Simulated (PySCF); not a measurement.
# Dipole response of I²⁺ (iodine, charge +2)

[Kr] 4d10 5s1 5p3 6s1, high-spin 6S determinant (an excited configuration). All numbers are calculated (PySCF 2.14, scalar relativity through the core potential, in aug-cc-pVTZ-PP with ECP28MDF (6s5p4d2f, 55 functions)). Coupled (time-dependent) response in atomic units; α is the mean over directions.

```json
{"method": "UHF", "mean α (bohr³)": "114.3", "C₆ (like pair)": "1200", "S(−4)": "9209"}
{"method": "PBE", "mean α (bohr³)": "89.00", "C₆ (like pair)": "852.1", "S(−4)": "5500"}
{"method": "PBE0", "mean α (bohr³)": "96.24", "C₆ (like pair)": "945.7", "S(−4)": "6500"}
{"method": "BP86", "mean α (bohr³)": "85.99", "C₆ (like pair)": "817.0", "S(−4)": "5061"}
```

S(−4) is the Cauchy moment in α(ω) = α(0) + S(−4) ω² + …

α(iu) at UHF:

| u (hartree) | α(iu) (bohr³) |
| --- | --- |
| 0 | 114.3 |
| 0.0500 | 95.37 |
| 0.100 | 65.05 |
| 0.200 | 31.82 |
| 0.300 | 19.55 |
| 0.500 | 10.63 |
| 0.750 | 6.424 |
| 1.00 | 4.368 |
| 1.50 | 2.446 |
| 2.00 | 1.597 |
| 3.00 | 0.8620 |
| 5.00 | 0.3779 |

For an ion, C₆ is the dispersion term alone; charge-induced terms of lower order in 1/R come first.

Energies and moments cover only the electrons outside the core potential. The outer electron is Rydberg-like, and this basis confines it to a smaller radius and binds it less than a complete one would.
